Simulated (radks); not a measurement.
Problem. These are the eigenvalues of the occupied orbitals of an atom or ion with whole-number occupations (eV). All-electron calculation, scalar-relativistic Kohn-Sham, r2SCAN, spin-polarised, spherical densities, finite nucleus; meta-GGA in the generalised Kohn-Sham scheme; Fermi nuclear charge, rms radius of each element as measured or else 0.836 A^(1/3) + 0.57 fm. Program: a radial shooting solver on a logarithmic mesh with Libxc functionals.

1s down: -7083.535
1s up: -7083.504
2s up: -891.4735
2s down: -888.3511
2p up: -766.9316
2p down: -764.5590
3s up: -158.3208
3s down: -151.5525
3p up: -122.3959
3p down: -115.6529
3d up: -65.7925

Which element is it, and in what charge state? The configuration may be excited. Open shells, if any, are filled with parallel spins first.

Solution. Z = 26, iron, charge +4: Fe4+ in [Ar] 3d4. The list shows which subshells hold electrons but not how many an open one holds; the 1s level, -260.32 hartree, gives Z - s = 22.8 by -(Z - s)^2/2, which with screening and relativity narrows Z to a few neighbours, and the depths of the outer levels then fix element, charge and occupations together.
